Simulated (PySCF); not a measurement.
SMILES CC(C)[SiH2]c1cccs1 (GFN2-xTB optimised geometry):

```
21

C     -1.489    -1.265    -2.660
C     -2.045    -1.452    -1.249
C     -3.092    -2.563    -1.238
Si    -0.655    -1.796     0.014
C      0.526    -0.340     0.000
C      1.889    -0.340     0.000
C      2.463     0.949     0.000
C      1.524     1.930     0.002
S     -0.070     1.291     0.004
H     -0.993    -2.172    -2.999
H     -2.291    -1.035    -3.361
H     -0.769    -0.450    -2.689
H     -2.546    -0.519    -0.964
H     -3.897    -2.341    -1.937
H     -2.644    -3.511    -1.528
H     -3.522    -2.680    -0.247
H      0.112    -2.992    -0.350
H     -1.232    -1.948     1.357
H      2.466    -1.248    -0.003
H      3.522     1.136    -0.003
H      1.667     2.992     0.001
```

Calculation: PBE0/def2-SVP (PySCF 2.14.0).

Question: What are the frontier orbital energies and the dipole moment?

Answer: HOMO-2 -8.14 eV, HOMO-1 -7.27 eV, HOMO -6.84 eV, LUMO -0.56 eV, LUMO+1 1.17 eV; dipole moment 0.55 D.

Meta-Löwdin charges at PBE0/def2-SVP: C1 -0.30, C2 -0.26, C3 -0.30, Si4 0.61, C5 -0.34, C6 -0.12, C7 -0.14, C8 -0.23, S9 0.25, H10 0.09, H11 0.10, H12 0.10, H13 0.10, H14 0.10, H15 0.09, H16 0.10, H17 -0.10, H18 -0.11, H19 0.12, H20 0.12, H21 0.13.
